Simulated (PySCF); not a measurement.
# Working out the ionisation energy of K²⁺

K²⁺ [Ne] 3s2 3p5 (2P) → K³⁺ [Ne] 3s2 3p4 (3P). Calculation: PySCF 2.14, in Sapporo-DKH3-DZP-2012; the spin-free X2C one-electron Hamiltonian (Gaussian nucleus). Frozen: [Ne] 3s2. Energies in hartree (1 hartree = 27.21139 eV):

```csv
part,K²⁺ (lower),K³⁺ (upper)
UHF,-600.177139,-598.544757
CCSD correlation,-0.109552,-0.067614
(T),-0.000155,-0.000041
```

Q: What does Hartree-Fock give?

A: (-598.544757) − (-600.177139) = 1.632382 hartree = 44.419 eV.

Q: What do CCSD and CCSD(T) give?

A: The CCSD correlation energies differ by 0.041938 hartree = 1.141 eV and the triples by 0.000114 hartree = 0.003 eV, so CCSD gives 45.560 eV and CCSD(T) 45.563 eV.

Reference: 45.803 eV (semi-empirical (NIST evaluation); NIST Atomic Spectra Database, ionization energies), between the lowest levels; spin-orbit coupling is absent from the calculation.

A double-zeta basis recovers only part of the correlation energy.

What remains against the reference includes basis incompleteness, the frozen core and higher excitations.
